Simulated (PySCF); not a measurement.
# Electron correlation in Al²⁺ (aluminium, charge +2)

[Ne] 3s1, 2S determinant. All numbers are calculated (PySCF 2.14, the non-relativistic Hamiltonian (point nucleus), in aug-cc-pwCVQZ (10s9p7d5f3g, 134 functions)). Frozen: 1s2; 9 electrons correlated.

MP2 pair energies summed by pair of shells (mhartree):

```
 pair   energy  share (%)
2p-2p  -197.55       68.5
2s-2p   -65.83       22.8
2p-3s   -13.39        4.6
2s-2s   -10.10        3.5
2s-3s    -1.54        0.5
```

Total MP2 correlation energy: -288.41 mhartree.

Same-spin part -75.56 and opposite-spin part -212.85 mhartree; SCS-MP2 scales them by 1/3 and 6/5 to -280.60 mhartree.
